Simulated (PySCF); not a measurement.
The molecule BS-, closed-shell singlet (lowest of 2S+1 = 1, 3, 5 at CCSD(T)/def2-TZVPP on PBE0 minima; our sources give no spin for the ground state, which may be another).

Constants: fifth-degree fit in 1/R to seven points, most abundant isotopes. Runs in def2 and cc sets follow the lowest solution found near the PBE0 minimum. The singlet is held restricted.

Rows in 3-21G carry no dispersion term and start afresh at each structure.

Programs: PySCF for 3-21G rows. Values without a source in brackets are computed.

Energies at HF/3-21G:

```csv
R (Å),E (hartree)
1.567325,-420.07713625
1.609458,-420.08622107
1.648219,-420.09162633
1.692037,-420.09495770
1.735855,-420.09590562
1.786414,-420.09467203
1.845399,-420.09084350
```

Task: With a reduced mass of 8.1894 u, find the minimum, the force constant and the constants.

Result: A fifth-degree polynomial in 1/R puts the minimum at r_e = 1.7342 Å with force constant 432 N/m. Then ω_e = (1/2πc)√(k/μ) = 947 cm⁻¹ and B_e = h/(8π²cμr_e²) = 0.6845 cm⁻¹; the cubic and quartic terms give α_e = 0.0062 and ω_e x_e = 6.0 cm⁻¹.
